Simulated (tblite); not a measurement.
Compound: C2H6FO2Si2 (doublet state).
SMILES with atom numbers: `[O:1][SiH2:2][O:3]/[C:4]([SiH3:5])=[CH:6]/[F:7]` (hydrogens: H8, H9 on Si2; H10, H11, H12 on Si5; H13 on C6)

Geometry (GFN2-xTB, Å), atoms numbered from 1 in this order:
```
atom  x, y, z in Å
O1     0.781   -1.355    1.982
Si2    1.726   -0.958    0.856
O3     1.110    0.030   -0.379
C4    -0.107    0.467   -0.548
Si5   -1.603   -0.361    0.342
C6    -0.270    1.545   -1.351
F7    -1.479    2.049   -1.611
H8     2.288   -1.960   -0.075
H9     2.866   -0.043    1.089
H10   -1.440   -1.802    0.201
H11   -1.648    0.166    1.697
H12   -2.758    0.086   -0.442
H13    0.530    2.136   -1.779
```

The geometry is computed with GFN2-xTB (gas phase). This method treats the open shell by occupation alone, without spin polarisation.

Take the most abundant isotopes and a rigid rotor. The values belong to one conformer with, in the numbering `[O:1][SiH2:2][O:3]/[C:4]([SiH3:5])=[CH:6]/[F:7]`, O1–Si2–O3–C4 -3°, Si2–O3–C4–Si5 -18°.

(1) Give the principal moments of inertia and the rotational constants in cm⁻¹.

(2) Classify the top.

(3) Is it planar, by Δ = Ic − Ia − Ib?

(4) Give the other two planar moments, Paa and Pbb, and the rms extents of the mass along the axes.

(5) Estimate the classical rotational partition function at 10 K, 25 K and 50 K.

Results:

(1) Ia = 156.84, Ib = 460.36, Ic = 594.75 u·Å²; 505379 MHz·u·Å²/I gives 3222, 1098 and 849.7 MHz, that is A = 0.10749, B = 0.03662, C = 0.02834 cm⁻¹.

(2) An asymmetric top; Ray's κ = -0.791.

(3) Not planar: Δ = Ic − Ia − Ib = -22.44 u·Å². For a rigid frame Δ = −2 Σ m c², so Σ m c² = 11.22 u·Å² lies off the ab plane: 5.87 from hydrogen and 5.35 from heavier atoms. The atom farthest from that plane is 1.38 Å away.

(4) Paa = Σ m a² = (Ib + Ic − Ia)/2 = 449.14 and Pbb = Σ m b² = (Ia + Ic − Ib)/2 = 145.62 u·Å². With the mass M = 136.99 u, the rms extents √(P/M) along a, b and c are 1.81, 1.03, 0.29 Å.

(5) Point group C1, symmetry number σ = 1; q = (√π/σ)·√((kT/h)³/(ABC)), k/h = 20836.6 MHz/K: 3070 at 10 K, 12200 at 25 K, 34400 at 50 K.

For this open shell read J as N, the rotation without spin; fine and hyperfine splittings come on top. Its GFN2-xTB frequencies are all real (lowest 23 cm⁻¹). Zero-point vibration and centrifugal distortion are left out.
